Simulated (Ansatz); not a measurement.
Reaction (substitution at a C–Ge bond): `[CH3][Ge]1([NH2])[BH][O]1` + `[CH2]1[NH][SnH2]1` → `C[N]1[CH2][SnH2]1` + `[NH2][GeH]1[BH][O]1`

Computed with Ansatz on PBE0-D4/def2-TZVP structures; ΔE is electronic, products minus reactants. CCSD(T)/CBS is the MP2 limit (def2-TZVPP, def2-QZVPP) plus CCSD(T) − MP2 in def2-TZVPP, frozen cores. Functionals use def2-TZVPP. Elements past krypton have def2 core potentials. For Ge, Sn outer-core shells are correlated without core-valence functions, which leaves a few kJ/mol of doubt a bond. Scalar relativity is left out up to krypton. Each species was taken in one conformer, which may not be the lowest.

`[CH3][Ge]1([NH2])[BH][O]1`:

Cartesian coordinates in Å:
```
C -1.557 0.530 -0.272
Ge 0.146 0.011 0.512
N 0.240 -1.788 0.315
B 1.817 1.176 0.399
O 1.477 0.951 -0.818
H -1.597 1.613 -0.384
H -1.669 0.066 -1.253
H -2.377 0.206 0.371
H -0.230 -2.234 -0.458
H 1.086 -2.271 0.566
H 2.664 1.740 1.022
```

`[CH2]1[NH][SnH2]1`:

```xyz
8

C    -0.407    1.015   -0.424
N    -0.788   -0.190   -0.698
Sn    0.893   -0.399    1.243
H     0.348    1.572   -0.985
H    -0.968    1.577    0.323
H    -0.237   -0.591   -1.457
H    -0.334   -1.432    1.940
H     1.493   -1.551    0.058
```

`C[N]1[CH2][SnH2]1`:

Z-matrix (Å, degrees):
```
C
N 1 1.445
H 1 1.098 2 113.6
H 1 1.095 2 107.4 3 120.2
H 1 1.089 2 109.9 3 -123.2
C 2 1.280 1 117.4 3 -17.4
Sn 2 2.716 1 112.3 3 63.9
H 6 1.097 2 123.4 1 0.8
H 6 1.090 2 118.9 1 -171.6
H 7 1.758 2 83.3 1 127.6
H 7 1.759 2 76.0 1 31.3
```

`[NH2][GeH]1[BH][O]1`:

Cartesian coordinates in Å:
```
N 0.476 -1.378 -0.728
Ge -0.429 -0.366 0.464
B 0.132 1.549 0.925
O -0.496 1.640 -0.187
H 0.035 -1.675 -1.583
H 1.470 -1.260 -0.833
H -1.905 -0.727 0.222
H 0.718 2.217 1.720
```

```json
{"level": "PBE0", "ΔE (kJ/mol)": "55.2"}
{"level": "CCSD/CBS(def2)", "ΔE (kJ/mol)": "56.3"}
```

What does CCSD(T)/CBS give? (Best estimate.)

Computed: +57.8 kJ/mol. The listed levels differ from it by -2.6, -1.5 kJ/mol.

Largest T1 diagnostic among the species: 0.016.

In def2-TZVPP, CCSD(T) changes the Hartree–Fock value by +12.9 kJ/mol (the triples alone add +1.4 kJ/mol) and MP2 by +17.2 kJ/mol.
